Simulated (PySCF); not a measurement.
CH₄AlClOSe, SMILES [Cl][Al]([SeH])[O]C. Heavy atoms are numbered as in [Al:1]([Cl:2])([O:3][CH3:4])[SeH:8]. Hydrogens are named by the atom that carries them.

Geometry: ωB97X-D3(BJ)/def2-SVP. One conformer was computed; it need not be the lowest.

The numbers are results of PBE/def2-TZVP (PySCF), not measurements.

ESP charges are fitted to the potential on shells at 1.4 to 2.0 van der Waals radii. Atomic charges (e), one atom of each kind:

```tsv
atom	IAO	Löwdin	ESP fit
Al1	0.93	-0.66	0.45
Cl2	-0.35	0.31	-0.22
O3	-0.63	0.10	-0.24
C4 (CH3)	-0.20	-0.37	-0.08
H on C4	0.14	0.11	0.06
Se8 (SeH)	-0.26	0.21	-0.23
H on Se8	0.09	0.08	0.12
```
